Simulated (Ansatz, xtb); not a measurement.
## Relative energy of two structures of BGeH2P

We compare I, a singlet given by its coordinates, with II, a singlet given by its coordinates. Both are isolated molecules in the gas phase, relaxed with PBE0-D4/def2-TZVP.

I (Å):

```xyz
5

B    -0.1463   -0.5781   -0.1071
Ge   -0.7113    1.5547    0.1785
P    -0.9060   -0.2018    1.5061
H     0.2649   -1.5912   -0.5804
H     0.0443    0.3188   -1.0012
```

Close contacts (Å): B1–Ge2 2.22, B1–P3 1.82, Ge2–P3 2.21, B1–H4 1.19, B1–H5 1.28, Ge2–H5 1.87.

II (Å):

```xyz
5

B     0.3304    0.3047    0.7491
Ge   -1.6227    0.4997    0.3691
P     0.2863   -0.6585   -0.7661
H     1.1872    0.5999    1.5087
H    -1.2156   -0.5176   -1.0726
```

Close contacts (Å): B1–Ge2 2.00, B1–P3 1.80, Ge2–P3 2.50, B1–H4 1.18, Ge2–H5 1.81, P3–H5 1.54.

Question: Which of the two would you expect CCSD(T)/def2-TZVPP electronic energies to favour?

Answer: Structure I; the calculation gives E(II) − E(I) = +15.8 kcal/mol.

Level by level:

```csv
level,geometry,E(II) − E(I) (kcal/mol),departure from the last row (kcal/mol),"job, with rough time for the two"
PBE0-D4/def2-TZVP,PBE0-D4/def2-TZVP,+16.7,+0.9,"optimisation, 30 s"
HF/def2-TZVPP,PBE0-D4/def2-TZVP,+19.4,+3.6,part of the CCSD(T) run
MP2/def2-TZVPP,PBE0-D4/def2-TZVP,+16.8,+0.9,part of the CCSD(T) run
CCSD(T)/def2-TZVPP,PBE0-D4/def2-TZVP,+15.8,,"single point, 39 s"
```

The levels shown agree on the order. The largest departure from CCSD(T)/def2-TZVPP is that of HF/def2-TZVPP, 3.6 kcal/mol. Levels run at GFN2-xTB geometries aren't shown.

With harmonic frequencies from PBE0-D4/def2-TZVP (ideal gas, rigid rotor, one conformer each, 298.15 K, 1 atm): on the last row, ΔE + ΔZPE = +15.2, ΔH = +15.3, ΔG = +15.2 kcal/mol.

The correlated steps freeze 15 core orbitals; the filled d shell of Ge is correlated, in a basis made for valence electrons. Run with Ansatz 0.2.0; the last row on 2 threads of Arm Neoverse V1 on a shared host.
